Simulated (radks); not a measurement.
Problem. Ti7+, 15 electrons, occupied as [Ne] 3s2 3p3. All-electron calculation, scalar-relativistic Kohn-Sham, exchange-only LDA, spin-polarised, spherical densities, point nucleus; open shells are filled with parallel spins first. Program: a radial shooting solver on a logarithmic mesh with Libxc functionals. Some entries of the table are withheld. Estimate them.

orbital  occ.  eigenvalue (eV)  <r^2> (bohr^2)
1s up       1        -4996.251        0.006539
1s down     1        -4994.626        0.006536
2s up       1        -671.6796             (1)
2s down     1        -669.9266             (2)
2p up       3        -581.0493             (3)
2p down     3        -578.9454             (4)
3s up       1        -181.2555          0.9555
3s down     1        -173.6540          0.9689
3p up       3        -156.0258           1.013
3p down     0        -148.5822           1.034

Solution. 
(1) 2s up <r^2> (bohr^2): 0.1248
(2) 2s down <r^2> (bohr^2): 0.1242
(3) 2p up <r^2> (bohr^2): 0.1030
(4) 2p down <r^2> (bohr^2): 0.1026
